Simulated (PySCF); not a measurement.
# Gas-phase thermal properties of GeH₃Cl

Method: PySCF energies (xtb for GFN2) plus ideal-gas RRHO corrections (1 bar). 6-31G* has spherical d functions here. All species are closed-shell singlets. B3LYP is the form with VWN-RPA correlation. Ge: all electrons, no relativistic terms. The harmonic model lacks anharmonicity and excited electronic states, which grow with temperature; levels with a mode under 35 cm⁻¹ are left out.

| level | point group | σ | ZPE (kJ/mol) | S°298 (J/mol/K) | Cp298 (J/mol/K) | S°1000 (J/mol/K) | H1000 − H298 (kJ/mol) |
|---|---|---|---|---|---|---|---|
| B3LYP/6-31G* | C3v | 3 | 63.5 | 264.6 | 55.3 | 353.7 | 54.1 |
| GFN2-xTB | C3v | 3 | 59.0 | 265.1 | 57.4 | 356.7 | 55.6 |
| HF/6-31G* | C3v | 3 | 68.3 | 262.7 | 52.5 | 348.8 | 52.5 |
| PBE/def2-SVP | C3v | 3 | 62.2 | 264.9 | 55.8 | 354.7 | 54.6 |
| PBE0/def2-TZVP | C3v | 3 | 64.4 | 263.9 | 54.9 | 352.5 | 53.9 |
σ: rotational symmetry number. Electronic degeneracy used: 1. Frequencies are unscaled.
